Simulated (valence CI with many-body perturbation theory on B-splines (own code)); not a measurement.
**E1 transitions of Pr XXVIII**

Method: relativistic CI+MBPT: four valence electrons over a frozen Dirac-Fock core [Ar] 3d10, a basis of 11 s, 11 p, 9 d, 7 f, 5 g, 2 h, 1 i functions for each j, with the one-electron correlation potential Σ1 (screened to all orders), the two-electron term Σ2, the three-electron term Σ3, Breit, model QED; selected single and double excitations, second order for the rest (own B-spline code, finite nucleus).

No measured spectrum was set against this ion. As an estimate, large intervals hold to a few tenths of a per cent, small ones and those within an open d or f shell to about a per cent.

Lines 201 to 232 of 232 in falling wavelength, among levels below 246.38 eV, chosen from the strongest by gf and those to the six lowest levels. Wavelengths and rates use the calculated energies. Electric multipoles are in the length gauge, E1 and E2 with the static RPA response of the core. Weak lines are less certain than strong ones. Lines between different terms over intervals too small for the method are left out, as are lines whose strength nearly cancels. Where a level lies close to another of its J and parity, the split of strength between their lines is uncertain. The highest levels of a list are the least certain.

Levels are named by their leading jj configuration (3d3/2^4 stands for four electrons in 3d with j = 3/2), which in mixed levels can hold well under half, so a name can repeat and another be missing. Letters in brackets count levels of one name in rising energy.

| λ vac (Å) | Upper | Lower | A (s⁻¹) | S (a.u.) with core polarisation | S without |
| --- | --- | --- | --- | --- | --- |
| 89.48 | (4s 4p1/2 4p3/2 4d3/2) J=2 [c] | (4s 4p1/2^2 4p3/2) J=1 | 3.27e+11 | 5.78e-01 | 6.19e-01 |
| 89.31 | (4s 4p1/2 4p3/2 4d3/2) J=0 [b] | (4s 4p1/2^2 4p3/2) J=1 | 1.75e+11 | 6.16e-02 | 6.61e-02 |
| 89.25 | (4s^2 4p3/2 4d3/2) J=0 | (4s^2 4p1/2 4p3/2) J=1 | 3.47e+11 | 1.22e-01 | 1.31e-01 |
| 89.24 | (4s 4p1/2 4p3/2 4d3/2) J=1 [c] | (4s 4p1/2^2 4p3/2) J=2 | 8.44e+08 | 8.88e-04 | 9.56e-04 |
| 88.28 | (4s^2 4p1/2 4d3/2) J=1 | (4s^2 4p1/2^2) J=0 | 4.20e+11 | 4.28e-01 | 4.59e-01 |
| 87.70 | (4s 4p3/2^2 4d5/2) J=0 | (4s 4p1/2^2 4p3/2) J=1 | 1.28e+11 | 4.25e-02 | 4.57e-02 |
| 87.64 | (4s^2 4p3/2 4d3/2) J=1 | (4s^2 4p1/2 4p3/2) J=1 | 1.88e+11 | 1.87e-01 | 2.01e-01 |
| 87.29 | (4s^2 4p3/2 4d5/2) J=2 | (4s^2 4p1/2 4p3/2) J=2 | 1.62e+10 | 2.66e-02 | 2.85e-02 |
| 87.28 | (4s 4p1/2 4p3/2 4d5/2) J=2 [c] | (4s 4p1/2^2 4p3/2) J=1 | 4.65e+10 | 7.62e-02 | 8.16e-02 |
| 86.84 | (4s 4p1/2 4p3/2 4d5/2) J=1 [b] | (4s 4p1/2^2 4p3/2) J=1 | 2.60e+10 | 2.52e-02 | 2.70e-02 |
| 85.58 | (4s 4p1/2 4p3/2 4d3/2) J=1 [d] | (4s 4p1/2^2 4p3/2) J=2 | 5.57e+09 | 5.17e-03 | 5.55e-03 |
| 85.55 | (4s 4p1/2 4p3/2 4d3/2) J=1 [e] | (4s 4p1/2^2 4p3/2) J=1 | 1.12e+11 | 1.04e-01 | 1.12e-01 |
| 85.53 | (4s^2 4p3/2 4d5/2) J=2 | (4s^2 4p1/2 4p3/2) J=1 | 1.76e+10 | 2.72e-02 | 2.91e-02 |
| 85.08 | (4s 4p1/2 4p3/2 4d5/2) J=2 [e] | (4s 4p1/2^2 4p3/2) J=1 | 1.96e+10 | 2.98e-02 | 3.20e-02 |
| 84.91 | (4s 4p1/2 4p3/2 4d5/2) J=3 [c] | (4s 4p1/2^2 4p3/2) J=2 | 1.28e+11 | 2.70e-01 | 2.89e-01 |
| 84.71 | (4s 4p1/2 4p3/2 4d5/2) J=3 [d] | (4s 4p1/2^2 4p3/2) J=2 | 1.32e+09 | 2.78e-03 | 2.94e-03 |
| 83.96 | (4s^2 4p3/2 4d5/2) J=3 | (4s^2 4p1/2 4p3/2) J=2 | 5.16e+10 | 1.06e-01 | 1.13e-01 |
| 83.28 | (4s 4p1/2 4p3/2 4d3/2) J=2 [c] | (4s 4p1/2^2 4p3/2) J=2 | 9.48e+08 | 1.35e-03 | 1.44e-03 |
| 83.26 | (4s 4p1/2 4p3/2 4d5/2) J=1 [a] | (4s 4p1/2^2 4p3/2) J=2 | 3.16e+09 | 2.70e-03 | 2.90e-03 |
| 82.28 | (4s^2 4p3/2 4d5/2) J=1 | (4s^2 4p1/2 4p3/2) J=2 | 2.96e+07 | 2.44e-05 | 2.58e-05 |
| 81.37 | (4s 4p1/2 4p3/2 4d5/2) J=2 [c] | (4s 4p1/2^2 4p3/2) J=2 | 2.05e+09 | 2.73e-03 | 2.93e-03 |
| 81.37 | (4s 4p1/2 4p3/2 4d5/2) J=3 [e] | (4s 4p1/2^2 4p3/2) J=2 | 1.15e+10 | 2.13e-02 | 2.28e-02 |
| 80.98 | (4s 4p1/2 4p3/2 4d5/2) J=1 [b] | (4s 4p1/2^2 4p3/2) J=2 | 3.65e+06 | 2.87e-06 | 3.04e-06 |
| 80.71 | (4s^2 4p3/2 4d5/2) J=1 | (4s^2 4p1/2 4p3/2) J=1 | 9.88e+09 | 7.69e-03 | 8.25e-03 |
| 80.69 | (4s 4p1/2 4p3/2 4d5/2) J=2 [d] | (4s 4p1/2^2 4p3/2) J=2 | 2.43e+08 | 3.16e-04 | 3.37e-04 |
| 80.03 | (4s 4p3/2^3) J=1 | (4s^2 4p1/2^2) J=0 | 3.98e+08 | 3.02e-04 | 3.22e-04 |
| 79.86 | (4s 4p1/2 4p3/2 4d3/2) J=1 [e] | (4s 4p1/2^2 4p3/2) J=2 | 5.45e+09 | 4.11e-03 | 4.41e-03 |
| 79.45 | (4s 4p1/2 4p3/2 4d5/2) J=2 [e] | (4s 4p1/2^2 4p3/2) J=2 | 1.40e+10 | 1.73e-02 | 1.86e-02 |
| 76.83 | (4s 4p3/2^2 4d3/2) J=3 | (4s 4p1/2^2 4p3/2) J=2 | 6.83e+08 | 1.07e-03 | 1.15e-03 |
| 76.78 | (4s 4p3/2^2 4d3/2) J=2 | (4s 4p1/2^2 4p3/2) J=2 | 2.42e+09 | 2.70e-03 | 2.90e-03 |
| 74.65 | (4s^2 4p3/2 4d3/2) J=1 | (4s^2 4p1/2^2) J=0 | 1.63e+08 | 1.00e-04 | 1.07e-04 |
| 69.56 | (4s^2 4p3/2 4d5/2) J=1 | (4s^2 4p1/2^2) J=0 | 1.94e+09 | 9.66e-04 | 1.04e-03 |
